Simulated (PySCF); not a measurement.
HS2, SMILES [S]S, multiplicity 2. Geometry: r2SCAN-D4/def2-TZVP. The isomer is the one that the SMILES or the coordinates give; other isomers of the formula were not compared.

Computed equilibrium geometry at r2SCAN-D4/def2-TZVP (PySCF confirms it by a frequency run) as a Z-matrix, and its point group:
point group Cs.
```
S
H 1 1.3597
S 1 1.9623 2 102.45
```
Charge 0, spin multiplicity 2.
